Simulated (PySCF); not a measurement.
## From a computed spectrum to the compound

A species of 10 atoms with charge 3 has these harmonic modes (PBE0, small Gaussian bases with core potentials, PySCF 2.14.0):

```csv
cm⁻¹,km/mol,symmetry
-20,–,a2
71,6.2,e
71,6.2,e
105,0.6,e
105,0.6,e
112,0.0,a1
418,0.0,a1
428,17.8,e
428,17.8,e
632,1.2,a2
664,74.2,e
664,74.2,e
687,109.1,e
687,109.1,e
704,1051.8,a2
1674,234.3,e
1674,234.3,e
1680,0.0,a1
3552,829.8,e
3552,829.8,e
3572,0.0,a1
3582,151.9,a2
3586,654.3,e
3586,654.3,e
```

(1) Which species is it, and in which structure?

Results:

(1) [Tm(H2O)3]3+ (singlet in the valence; each metal's 4f electrons, 12 of them, lie in its core potential, out of spins and levels):
```xyz
10

Tm    0.0000    0.0000    0.0000
O     2.2090    0.0000    0.0000
H     2.8262    0.7308    0.2533
H     2.8262   -0.7307   -0.2533
O    -1.1045    1.9130    0.0000
H    -2.0459    2.0822    0.2533
H    -0.7803    2.8129   -0.2533
O    -1.1045   -1.9130    0.0000
H    -0.7802   -2.8129    0.2533
H    -2.0459   -2.0822   -0.2533
```
 Negative wavenumbers this small are taken as noise. An lcecp potential fixes the number of 4f electrons, so in runs with it no electron can move into or out of that shell.
 The answer isn't unique; the calculation gave this one.
